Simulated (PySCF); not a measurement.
## Energy of Os⁻ (osmium, charge -1) between two integer charges

The 5d beta orbital of [Xe] 4f14 5d7 6s2 is emptied in steps (occupation f), with all orbitals relaxed, ending at [Xe] 4f14 5d6 6s2. Computed with PySCF 2.14 in def2-TZVPPD with the def2 core potential (60 electrons) (6s5p3d2f1g, 59 functions), with scalar relativity through the core potential. The exact energy is a straight line in f; departures are measured from the line between the end points of the same method.

```json
{"f": "1", "MN15 (eV)": "0.000"}
{"f": "0.8", "MN15 (eV)": "-0.266"}
{"f": "0.6", "MN15 (eV)": "-0.403"}
{"f": "0.4", "MN15 (eV)": "-0.407"}
{"f": "0.2", "MN15 (eV)": "-0.274"}
{"f": "0", "MN15 (eV)": "0.000"}
```

Q: For MN15, how does the orbital energy at f = 1 compare with the removal energy?

A: −ε = -0.807 eV against a total-energy difference of 0.844 eV. By Janak's theorem ε = ∂E/∂f, so the gap between them reflects the curvature. Along the path −ε is -0.166 (f = 0.8), 0.490 (f = 0.6), 1.165 (f = 0.4), 1.858 (f = 0.2) eV.

At f = 1 the orbital energy is positive for MN15: only the finite basis holds the electron.

Reference removal energy between the ground levels: 1.078 eV (measured; photodetachment measurements, as compiled on the Wikipedia data page of electron affinities). The calculation has no spin-orbit coupling. The determinant left behind need not be the lowest term of the ion.
